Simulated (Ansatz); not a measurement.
`B[SiH2][GeH3]` + `OBF` → `B[SiH2]OBF` + GeH₄ at 700 K and 1 bar (cleavage of the Si–Ge bond).

Calculated with Ansatz (gas phase, PBE0-D4/def2-TZVP geometries, no zero-point term in ΔE). CBS: MP2 limit from def2 TZ/QZ plus the TZ coupled-cluster correction, frozen cores. This one scheme is used for every species. For Ge outer-core shells are correlated without core-valence functions, which leaves a few kJ/mol of doubt a bond. Scalar relativity is left out up to krypton. One conformer a species, not always the lowest.

| species | CCSD(T)/CBS energy (Eh) | H − E (kJ/mol) | S (J/(mol·K)) |
| --- | --- | --- | --- |
| `B[SiH2][GeH3]` | -2394.14795 | 235.6 | 463.6 |
| `OBF` | -201.07426 | 116.8 | 306.1 |
| `B[SiH2]OBF` | -516.74846 | 231.2 | 478.7 |
| GeH₄ | -2078.49493 | 112.9 | 267.3 |

H − E and S are ideal-gas, rigid-rotor, harmonic terms from PBE0-D4/def2-TZVP, for one conformer and one mirror image of each species. 1 Eh = 2625.50 kJ/mol, R = 8.31446 J/(mol·K).

Task: By hand: ΔE, ΔH, ΔS and ΔG.

Result: ΔE = (-516.74846) + (-2078.49493) − (-2394.14795) − (-201.07426) = -0.02118 Eh = -55.6 kJ/mol. Δ(H − E) = 231.2 + 112.9 − 235.6 − 116.8 = -8.3, so ΔH = -63.9 kJ/mol. ΔS = 478.7 + 267.3 − 463.6 − 306.1 = -23.7 J/(mol·K). ΔG = -63.9 − 700 × (-23.7)/1000 = -47.3 kJ/mol.

Task: By hand: the equilibrium constant, and the temperature at which ΔG would vanish if ΔH and ΔS stayed fixed.

Result: log₁₀ K = −ΔG/(RT ln 10) = 3.5. ΔG = 0 at ΔH/ΔS = 2696 K, far beyond where these terms or the molecules hold.

ΔH outweighs TΔS. A doubt of 5 kJ/mol in ΔE shifts log₁₀ K by 0.4 here. Other conformers and mirror images would add mixing entropy, several J/(mol·K) or more a flexible species. Modes under 60 cm⁻¹, often nearly free rotors, make the harmonic entropy too high. These are equilibria of isolated gas molecules and say nothing of rates. Largest T1 diagnostic: 0.013 (customary marks: 0.02 for closed shells, 0.045 for open ones).
